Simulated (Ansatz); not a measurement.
Potential energy curve for SeNa (cation, charge +1), lowest triplet found (which spin is the ground state isn't settled by this scan).

Levels: UKS-PBE = Ansatz (a first-principles code) with unrestricted PBE/aug-cc-pVDZ; UKS-CAM-B3LYP = unrestricted CAM-B3LYP/aug-cc-pVDZ (Ansatz); FCI = Ansatz with full CI/aug-cc-pVDZ, cores with 3d frozen.

Energies relative to the lowest point of each curve between 2.47 and 3.60 Å, where full CI is lowest, in mEh; the last columns give the error against full CI:

```tsv
R / Å	UKS-PBE	UKS-CAM-B3LYP	FCI	UKS-PBE − FCI	UKS-CAM-B3LYP − FCI
2.06	84.0	81.6	97.4	-13.5	-15.8
2.25	39.1	37.2	47.7	-8.6	-10.5
2.39	20.6	19.1	26.6	-6.0	-7.4
2.47	13.7	12.4	18.4	-4.8	-6.0
2.58	7.2	6.2	10.5	-3.3	-4.2
2.73	2.3	1.7	4.1	-1.8	-2.4
2.82	0.8	0.5	1.9	-1.1	-1.5
2.86	0.4	0.2	1.3	-0.9	-1.1
3.00	0.0	0.0	0.1	-0.1	-0.1
3.07	0.2	0.3	0.0	0.2	0.3
3.21	1.1	1.4	0.4	0.7	1.0
3.39	2.9	3.4	1.8	1.1	1.6
3.60	5.3	5.9	3.8	1.5	2.1
3.85	8.2	8.9	6.4	1.8	2.5
4.18	11.6	12.2	9.5	2.1	2.7
4.60	15.0	15.4	12.6	2.5	2.8
5.08	17.8	17.9	15.0	2.8	2.9
5.64	19.8	19.6	16.7	3.1	2.9
6.24	21.1	20.7	17.9	3.2	2.9
7.20	22.2	21.7	18.9	3.3	2.8
8.33	22.8	22.3	19.5	3.3	2.8
9.74	23.2	22.7	19.9	3.3	2.8
```

UKS-PBE is furthest from FCI at 2.06 (-13.5 mEh, below); its mean absolute error over the points is 3.1 mEh.

UKS-CAM-B3LYP is furthest from FCI at 2.06 (-15.8 mEh, below); its mean absolute error over the points is 3.6 mEh.
